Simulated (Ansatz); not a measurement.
`C[CH2][Ga]([Cl])[Cl]` and `[Cl][Ga]([Cl])[SeH]` differ in one atom or group.

Ansatz, PBE0-D4/def2-TZVP geometries, multiplicity 1. Each molecule was computed in one conformer, which needn't be the lowest.

Scalar relativity is left out up to krypton.

| property | `C[CH2][Ga]([Cl])[Cl]` |
| --- | --- |
| HOMO–LUMO gap (PBE0/def2-TZVPP) / eV | 7.24 |
| size of the dipole moment (PBE/def2-TZVPP) / D | 2.97 |
| zero-point energy (PBE0-D4/def2-TZVP) / kJ/mol | 177.3 |
| HOMO energy (B3LYP/def2-TZVPP) / eV | -8.18 |
| LUMO energy (PBE0/def2-TZVPP) / eV | -1.17 |
| HOMO–LUMO gap (B3LYP/def2-TZVPP) / eV | 6.76 |

Q: Give the same properties after the change, and the shifts. (Estimate.)

A: Ansatz gave: 
```csv
property,`[Cl][Ga]([Cl])[SeH]`,shift
HOMO–LUMO gap (PBE0/def2-TZVPP) / eV,6.26,-0.98
size of the dipole moment (PBE/def2-TZVPP) / D,1.61,-1.36
zero-point energy (PBE0-D4/def2-TZVP) / kJ/mol,28.8,-148.5
HOMO energy (B3LYP/def2-TZVPP) / eV,-7.69,0.49
LUMO energy (PBE0/def2-TZVPP) / eV,-1.68,-0.51
HOMO–LUMO gap (B3LYP/def2-TZVPP) / eV,5.70,-1.06
```

With PBE0 the HOMO rises by 0.47 eV and the LUMO falls by 0.51 eV, so the gap narrows by about 0.98 eV. PBE moves the HOMO by 0.38 eV and ωB97M-V by 0.49 eV. The zero-point energy changes by -148.5 kJ/mol with -15 modes. Dipoles are sizes alone; their direction can turn.

B3LYP here is the variant with VWN-RPA as its local correlation; programs differ in this.

Spin–orbit coupling is left out; it splits and shifts lone-pair levels of the heavy atoms by tenths of an eV.
